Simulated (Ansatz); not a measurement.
Input and output for VCl3.

```yaml
crystal:
  periodic: [false, false, false]
  atoms:
    - {symbol: V, position_ang: [0.055107, -0.000574, -0.000017]}
    - {symbol: Cl, position_ang: [2.207134, -0.029067, 0.012683]}
    - {symbol: Cl, position_ang: [-1.107940, 1.820916, -0.016081]}
    - {symbol: Cl, position_ang: [-1.154301, -1.791275, 0.003415]}
basis:
  gaussian: {orbitals: cc-pVTZ-DK, point_charges: [{charge: 1.00, position_ang: [6.303, -0.137, 0.153]}]}
magnetization: {spin_polarized: true, initial_magnetization: 2}
hamiltonian: {xc: {name: HF}}
scf: {omitted_lower_state_checks: [starts]}
output: {forces: true}
```

```sh
$ ansatz run in.yaml --threads 2 --pin off --events-out ev --progress --plain --max-ram 4352MiB
```

Output, abridged:

```
Functional definition: HF
1118 factors; integrals over basis functions are off by at most 1.3e-3 eV
mean field evaluation 1: about -63426.6878 eV, gradient 3.3e1 eV
mean field evaluation 2: about -63426.7565 eV, gradient 3.3e1 eV
mean field evaluation 4: about -63432.8490 eV, gradient 6.0e0 eV
mean field evaluation 8: about -63433.5351 eV, gradient 9.1e-1 eV
mean field evaluation 16: about -63433.6687 eV, gradient 2.1e-4 eV
mean field evaluation 32: about -63433.6687 eV, gradient 5.1e-4 eV
mean field -63433.77515945 eV, -2331.1482401526 hartree, gradient 2.0e-6 eV, S^2 2.018199; 0 other end points of the search recorded, 0 dependent functions left out
reference -63433.77515945 eV, -2331.1482401526 hartree; 38, 36 occupied and 132, 134 virtual orbitals, 1118 factors
Total energy: -63433.77515945 eV, -2331.1482401526 hartree
Relativity: scalar
Atom 0 at     0.055107    -0.000574    -0.000017 Å, force    -1.518354     0.028547    -0.015596 eV/Å
Atom 1 at     2.207134    -0.029067     0.012683 Å, force     2.123357    -0.030323     0.019525 eV/Å
Atom 2 at    -1.107940     1.820916    -0.016081 Å, force    -0.231163     0.786586    -0.003873 eV/Å
Atom 3 at    -1.154301    -1.791275     0.003415 Å, force    -0.255857    -0.787980     0.004616 eV/Å
Dipole moment:    -0.242365     0.005298    -0.006272 e Å
Checks for a lower state left out: starts
```

Hardware: 2 threads of AMD EPYC 9R45 on a shared host. Wall time 10 s, peak host memory 0.63 GiB.

DK, ANO-RCC and x2c sets are all-electron and run with scalar relativity unless a key says otherwise.
